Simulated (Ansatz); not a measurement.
Z-matrix (Å, degrees):
```
C
H 1 1.0931
H 1 1.0979 2 111.22
C 1 1.5098 2 119.26 3 138.22
H 4 1.0931 1 119.26 2 0.00
H 4 1.0979 5 111.22 1 138.22
C 1 1.5226 2 119.17 3 -151.54
H 7 1.0997 1 109.65 2 149.21
```
Charge 0, spin multiplicity 2.

All values below come from frozen-core CCSD(T)/aug-cc-pVTZ // B3LYP-D3(BJ)/def2-TZVPD run with Ansatz (a program for electronic structure). The geometry is that of the parent before the electron was removed.

The HF energy is -116.43859 Ha and the MP2 correlation energy comes out as -0.48654 Ha.

Question: Estimate the CCSD correlation energy, the (T) correction, the total energy and the T1 diagnostic.

Answer: 
The CCSD correlation energy is -0.51761 Ha. The (T) correction comes out as -0.02240 Ha. The CCSD(T) total energy is -116.97861 Ha and the T1 diagnostic is 0.013.
